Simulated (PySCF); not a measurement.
## Basis and Hamiltonian dependence of the ionisation energy of C²⁺

C²⁺ [He] 2s2 (1S) → C³⁺ [He] 2s1 (2S). All values are computed (PySCF 2.14, energy differences of UHF-based or UKS calculations, no spin-orbit coupling). Values in eV.

```csv
basis,Hamiltonian,functions,UHF,LDA,PBE0,MP2 (valence),CCSD(T) (valence),CCSD(T) (valence and next inner shell)
Sapporo-DZP-2012,spin-free X2C,18,45.785,n/a,n/a,46.886,47.764,n/a
aug-cc-pVDZ,non-relativistic,23,45.825,46.962,47.090,46.903,47.785,n/a
aug-cc-pwCVDZ,non-relativistic,27,45.769,46.934,47.041,46.891,47.761,47.764
ANO-RCC-VTZP,spin-free X2C,30,45.803,46.954,47.056,46.979,47.805,47.806
x2c-TZVPPall,spin-free X2C,31,45.795,46.956,47.056,46.952,47.771,47.766
x2c-TZVPall,spin-free X2C,31,45.795,46.956,n/a,46.952,47.771,n/a
def2-TZVPPD,non-relativistic,37,45.776,46.937,47.036,46.934,47.755,47.749
"x2c-TZVPPall with one added diffuse shell each of s, p, d type",spin-free X2C,40,45.795,46.957,47.056,46.955,47.774,47.769
aug-cc-pVTZ-DK,spin-free X2C,46,45.806,46.966,47.062,46.979,47.789,n/a
aug-cc-pVTZ,non-relativistic,46,45.787,46.947,47.042,46.961,47.772,n/a
cc-pVQZ,non-relativistic,55,45.780,n/a,n/a,47.022,47.810,n/a
dyall-av3z,spin-free X2C,71,45.797,46.967,47.061,47.026,47.828,n/a
"x2c-QZVPPall with one added diffuse shell each of s, p, d, f type",spin-free X2C,73,45.797,46.967,47.061,47.023,47.814,47.818
aug-cc-pwCVQZ,non-relativistic,109,45.779,46.949,47.041,47.034,47.815,n/a
```

Frozen in the all-electron rows: valence: 1s2; valence and next inner shell: nothing.

Reference for a calculation without spin-orbit coupling: 47.888 eV (measured, between term centres; NIST).
